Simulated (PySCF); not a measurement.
Gas-phase reaction: GeF3 + 2 H2 = GeH4 + 3 F

Energies from PySCF, thermal terms from the rigid-rotor harmonic-oscillator model, ideal gas at 1 bar. † marks an energy on the PBE0/def2-TZVP geometry and frequencies. MP2 and CCSD(T) freeze the core. Open shells (unrestricted): GeF3 (multiplicity 2), F (multiplicity 2, electronic degeneracy 6); the rest are closed-shell singlets. Spin-orbit splitting is ignored; it lowers the true energy and changes the entropy of F. B3LYP is the form with VWN-RPA correlation. Ge: all electrons, no relativistic terms. GeF3: computed as isolated molecules; such fragments, hydroxides, amides, oligomers or adducts are transient or little studied in the gas. MP2 isn't extrapolated to the basis-set limit; its ΔH°(298 K) is 1036.4 kJ in def2-SVP and 1119.8 kJ in def2-TZVPP. CCSD(T) isn't extrapolated to the basis-set limit; its ΔH°(298 K) is 945.4 kJ in def2-SVP and 1022.7 kJ in def2-TZVPP. The harmonic model lacks anharmonicity and excited electronic states, which grow with temperature; levels with a mode under 35 cm⁻¹ are left out.

| level | ΔE electronic, kJ | ΔH°(298 K), kJ | ΔS°(298 K), J/K | ΔG°(1400 K), kJ |
|---|---|---|---|---|
| B3LYP/def2-TZVP† | 1042 | 1047 | 138 | 861 |
| BLYP/def2-TZVP† | 1095 | 1101 | 138 | 915 |
| CCSD(T)/def2-SVP† | 940 | 945 | 138 | 760 |
| M06-2X/def2-TZVP† | 1108 | 1113 | 138 | 928 |
| MP2/def2-TZVPP† | 1115 | 1120 | 138 | 934 |
| PBE0/def2-SVP† | 986 | 991 | 138 | 806 |
| r2SCAN/def2-TZVP† | 1066 | 1071 | 138 | 886 |
ΔH° is lowest at CCSD(T)/def2-SVP† and highest at MP2/def2-TZVPP†. No reference value is set beside these.
